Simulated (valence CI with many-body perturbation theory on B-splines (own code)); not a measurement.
Values are calculated unless marked as measured or tabulated.
Pd²⁴⁺: what the settings do

Method: valence CI with perturbative core correlation (CI+MBPT): four valence electrons over a frozen Dirac-Fock core [Ar], a basis of 6 s, 6 p, 5 d, 5 f, 1 g functions for each j, with the one-electron correlation potential Σ1 (screened to all orders), the two-electron term Σ2, the three-electron term Σ3, Breit, model QED; selected single and double excitations, second order for the rest, scaled by the run's own slope (own B-spline code, finite nucleus).

No measured spectrum was set against this ion. As an estimate, terms of the open shell hold to 2 to 4 % of their energy, and close levels can change places. Only levels of the ground parity were solved; by the run's estimate the other parity begins above the list, which can be wrong where configurations are misplaced.

The reference run has the lowest level 3d4 5D_0 and an ionisation energy of 1218.18 eV. Its largest variational space holds 8145 state functions.

Names give the largest LS component (configuration and term), which can be under half, so a name can repeat, a term be missing and a line seem to break the LS rules; names also repeat where a configuration has a term twice.

Changed runs:
A. size limit of the variational space 10000 → 6000; averaging of valence orbitals over low configurations on → off
B. correlating orbitals by l 3 3 3 3 1 → 4 4 0 0 0
C. Breit term on → off; QED terms on → off
D. scale of Σ1 1 → 3 (bad on purpose)

Excitation energies of the reference run in cm⁻¹, and shifts in cm⁻¹:

```csv
Level,Reference,A,B,C,D
3d4 5D_1,23082,+38,-637,+1591,+797
3d4 5D_2,42413,+49,-837,+2976,+1267
3d4 5D_3,57128,+45,-754,+3980,+1490
3d4 5D_4,66058,+24,-332,+4713,+1393
3d4 3P_0,97682,-47,+924,+2074,+1484
3d4 3H_4,106223,-11,+629,+4073,+1447
3d4 3G_3,126878,-47,+1156,+3241,+1553
3d4 3F_2,131270,-82,+1644,+2866,+1535
3d4 3H_5,132366,-8.8,+662,+5732,+1834
3d4 3P_1,133945,-71,+1326,+3334,+1941
3d4 3H_6,142767,-8.4,+745,+7401,+1949
3d4 3G_4,156508,-33,+1014,+5531,+2138
Ionisation energy (eV),1218.18,+0.017,-0.21,+0.51,+5.04
```
